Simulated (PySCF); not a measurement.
## The first ionisation energy along the alkaline earths

Calculated with PySCF 2.14 from differences of total energies of unrestricted determinants, without spin-orbit coupling. Values in eV. The last column holds reference values (NIST; (s) semi-empirical, (t) theoretical, else measured). Unmarked ones compare directly (S terms, centres of terms, or small fine structure); those marked * lie between the lowest fine-structure levels and include a spin-orbit shift.

```tsv
element	configurations	UHF	MP2 (valence)	SCS-MP2 (valence)	CCSD (valence)	CCSD(T) (valence)	FCI (valence)	reference
Ca (Sapporo-DKH3-DZP-2012, spin-free X2C)	[Ar] 4s2 → [Ar] 4s1	5.142	5.542	5.622	5.876	5.876	5.876	6.113
Sr (Sapporo-DKH3-DZP-2012, spin-free X2C)	[Kr] 5s2 → [Kr] 5s1	4.750	5.115	5.188	5.411	5.411	5.411	5.695
Ba (Sapporo-DKH3-DZP-2012, spin-free X2C)	[Xe] 6s2 → [Xe] 6s1	4.273	4.599	4.665	4.871	4.871	4.871	5.212
```

```tsv
method	elements	mean error (eV)	mean absolute error (eV)	largest error (eV)
UHF	3	-0.952	0.952	-0.971
MP2 (valence)	3	-0.588	0.588	-0.612
SCS-MP2 (valence)	3	-0.515	0.515	-0.547
CCSD (valence)	3	-0.287	0.287	-0.341
CCSD(T) (valence)	3	-0.287	0.287	-0.341
FCI (valence)	3	-0.287	0.287	-0.341
```

Errors include the incompleteness of the basis and the frozen core.

"Valence" correlates the outer s and p shells and, in groups 3 to 12 and the f block, the outer d or f shell, open or full, or the next shell where the ion has no valence electron left; the wider scheme adds the next inner shell.
